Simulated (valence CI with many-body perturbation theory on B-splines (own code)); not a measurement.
La16+: E2, M1 decay

Method: configuration interaction combined with many-body perturbation theory (CI+MBPT): five valence electrons over a frozen Dirac-Fock core [Kr], a basis of 7 s, 7 p, 8 d, 6 f, 4 g, 1 h functions for each j, with the one-electron correlation potential Σ1 (screened to all orders), the two-electron term Σ2, the three-electron term Σ3, Breit, model QED; selected single and double excitations, second order for the rest, scaled by the run's own slope (own B-spline code, finite nucleus).

No measured spectrum was set against this ion. As an estimate, terms of the open shell hold to 2 to 4 % of their energy, and close levels can change places. Among the levels kept, up to 460 cm⁻¹ of a level comes from second order outside the variational space, and about a tenth of that is noise between levels of different J, which matters for small intervals. The list stops below the first excitations out of the core.

Lines 1 to 50 of 120 in falling wavelength, among levels below 579100 cm⁻¹, chosen from the decays that carry over 1 % of a level's rate. Wavelengths and rates use the calculated energies, so an error of 2000 cm⁻¹ moves a line at 12880 Å by 26 % and its rate by three times that or more. Electric multipoles are in the length gauge, E1 and E2 with the static RPA response of the core. Weak lines are less certain than strong ones. Lines between different terms over intervals too small for the method are left out, as are lines whose strength nearly cancels. Where a level lies close to another of its J and parity, the split of strength between their lines is uncertain. Branching is blank where the lifetime is uncertain.

Names give the largest LS component (configuration and term), which can be under half, so a name can repeat, a term be missing and a line seem to break the LS rules; names also repeat where a configuration has a term twice. Letters in brackets count levels of one name in rising energy.

```csv
λ vac (Å),Upper,Lower,Type,A (s⁻¹),Branch %
35710,4d5 4G_11/2,4d5 4G_7/2,E2,1.28e-08,
33970,4d5 4G_9/2,4d5 4G_11/2,M1,6.16e-01,10.8
17410,4d5 4G_9/2,4d5 4G_7/2,M1,5.08e+00,89.1
12880,4d5 2D_3/2 [a],4d5 4F_5/2,M1,7.18e+00,1.6
12600,4d5 2I_13/2,4d5 2I_11/2,M1,4.35e+00,11.0
12030,4d5 4P_1/2,4d5 4D_3/2 [a],M1,2.68e+01,99.9
10400,4d5 4D_3/2 [b],4d5 2D_5/2 [a],M1,1.93e+01,4.2
8541,4d5 2F_7/2 [a],4d5 4D_7/2,M1,2.37e+00,1.7
8190,4d5 4D_7/2,4d5 4G_9/2,M1,1.28e+01,7.6
7812,4d5 2G_7/2 [a],4d5 2F_5/2 [a],M1,1.19e+01,5.8
7743,4d5 4D_7/2,4d5 4G_5/2 [b],M1,4.15e+01,24.5
7469,4d5 4G_7/2,4d5 4G_5/2 [a],M1,4.91e+01,60.0
6383,4d5 4D_3/2 [a],4d5 4G_5/2 [a],M1,4.82e+01,7.8
6297,4d5 4F_5/2,4d5 4F_3/2,M1,1.31e+01,1.1
6168,4d5 2G_9/2 [a],4d5 4D_7/2,M1,2.88e+01,14.1
6144,4d5 2H_9/2,4d5 2G_9/2 [a],M1,3.90e+01,4.5
5985,4d5 4F_7/2,4d5 4F_5/2,M1,2.33e+01,2.5
5570,4d5 4D_7/2,4d5 4G_7/2,M1,6.28e+01,37.1
5531,4d5 4F_7/2,4d5 2H_9/2,M1,4.18e+01,4.5
5427,4d5 4G_5/2 [b],4d5 4G_5/2 [a],M1,2.00e+02,48.1
5369,4d5 2F_5/2 [b],4d5 2F_5/2 [a],M1,1.42e+01,1.2
5364,4d5 4D_1/2,4d5 4P_1/2,M1,1.94e+02,56.3
5319,4d5 2G_7/2 [a],4d5 2G_9/2 [a],M1,6.76e+00,3.3
5307,4d5 2G_9/2 [b],4d5 2G_7/2 [a],M1,3.39e+01,6.8
5152,4d5 2D_3/2 [a],4d5 2F_5/2 [a],M1,1.14e+01,2.5
5012,4d5 2D_5/2 [a],4d5 4D_3/2 [a],M1,1.32e+01,2.0
5007,4d5 4F_5/2,4d5 4D_3/2 [b],M1,4.14e+01,3.5
4812,4d5 2H_9/2,4d5 2F_7/2 [a],M1,1.87e+01,2.2
4679,4d5 2G_9/2 [b],4d5 2H_9/2,M1,1.41e+02,28.1
4536,4d5 2I_11/2,4d5 4G_9/2,M1,3.73e+01,17.4
4514,4d5 4F_5/2,4d5 2F_7/2 [a],M1,1.66e+02,14.0
4502,4d5 2F_5/2 [a],4d5 4D_7/2,M1,3.14e+01,3.8
4499,4d5 2D_5/2 [a],4d5 4G_7/2,M1,9.85e+01,15.0
4414,4d5 2H_9/2,4d5 2I_11/2,M1,9.63e+00,1.1
4375,4d5 2F_5/2 [b],4d5 4F_3/2,M1,1.23e+02,10.7
4304,4d5 2F_7/2 [b],4d5 2F_5/2 [a],M1,3.41e+01,3.7
4291,4d5 2G_7/2 [a],4d5 2F_7/2 [a],M1,7.69e+01,37.6
4229,4d5 2D_3/2 [a],4d5 4F_3/2,M1,9.45e+01,21.1
4181,4d5 2F_7/2 [a],4d5 4G_9/2,M1,8.37e+01,60.8
4061,4d5 2F_7/2 [a],4d5 4G_5/2 [b],M1,1.24e+01,9.0
4002,4d5 2I_11/2,4d5 4G_11/2,M1,1.77e+02,82.6
3946,4d5 4F_3/2,4d5 4P_1/2,M1,4.34e+01,4.6
3731,4d5 4D_3/2 [b],4d5 4G_5/2 [b],M1,4.31e+01,9.4
3709,4d5 4D_1/2,4d5 4D_3/2 [a],M1,1.50e+02,43.6
3605,4d5 2D_3/2 [a],4d5 4D_3/2 [b],M1,4.69e+01,10.5
3527,4d5 4F_7/2,4d5 2F_5/2 [a],M1,1.27e+02,13.7
3420,4d5 2F_7/2 [b],4d5 2G_9/2 [a],M1,4.54e+01,4.9
3382,4d5 4D_3/2 [b],4d5 4D_3/2 [a],M1,6.09e+01,13.2
3380,4d5 4F_5/2,4d5 2D_5/2 [a],M1,2.67e+02,22.4
3371,4d5 2F_7/2 [a],4d5 4G_7/2,M1,1.74e+01,12.6
```
